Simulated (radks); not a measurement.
Results of a calculation; reference values are marked as such.
Question: These are the eigenvalues of the occupied orbitals of an atom or ion with whole-number occupations (eV). Code: a radial shooting solver on a logarithmic mesh with Libxc functionals. Model: Dirac Kohn-Sham, relativistic LDA (MacDonald-Vosko exchange, VWN5 correlation), spin-unpolarised, spherical densities, finite nucleus; Fermi nuclear charge, rms radius of each element as measured or else 0.836 A^(1/3) + 0.57 fm.

orbital  eigenvalue
1s1/2     -1621.091
2s1/2     -346.4096

Which element is it, and in what charge state? The configuration may be excited. Open shells, if any, fill j = l - 1/2 first.

Answer: Z = 12, magnesium, charge +9: Mg9+ in [He] 2s1. The 1s level, -59.574 hartree, gives Z - s = 10.9 by -(Z - s)^2/2, which with screening and relativity narrows Z to a few neighbours, and the depths must fix Z and the occupations together.
